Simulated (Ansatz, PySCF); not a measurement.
Gas-phase reaction 2 R1 → P1 + P2, each structure at its B3LYP-D3(BJ)/def2-TZVP stationary point, reached from a drawn start (curvature not checked).
R1: SiH4 (SMILES [SiH4]), charge 0, multiplicity 1.
P1: Si2H6 (SMILES [SiH3][SiH3]), charge 0, multiplicity 1.
P2: H2 (SMILES [H][H]), charge 0, multiplicity 1.

P less R. No zero-point or thermal terms.

Frozen-core correlation throughout. CBS(a, b) extrapolates the correlation energy as X⁻³ and adds the Hartree–Fock energy of set b.

Programs: Ansatz (Gaussian orbitals); PySCF for the D3/D4 terms. Each number belongs to the level named beside it.

PBE/def2-TZVPP gives 0.095 eV for the reaction energy.

**Question.** Where do these levels fall relative to PBE: PBE-D3(BJ)/def2-TZVPP, r2SCAN/def2-TZVPP, PBE0/def2-TZVPP, wB97M-V/def2-TZVPP, B2PLYP/def2-TZVPP, MP2/CBS(cc-pV(T+d)Z, cc-pV(Q+d)Z), CCSD(T)/CBS(cc-pV(T+d)Z, cc-pV(Q+d)Z).

**Answer.** PBE-D3(BJ)/def2-TZVPP -0.042; r2SCAN/def2-TZVPP 0.045; PBE0/def2-TZVPP 0.055; wB97M-V/def2-TZVPP 0.154; B2PLYP/def2-TZVPP 0.181; MP2/CBS(cc-pV(T+d)Z, cc-pV(Q+d)Z) 0.109; CCSD(T)/CBS(cc-pV(T+d)Z, cc-pV(Q+d)Z) 0.097 eV. 6 of 7 lie above PBE; the widest gap is to B2PLYP/def2-TZVPP.

Ansatz is an electronic-structure program.
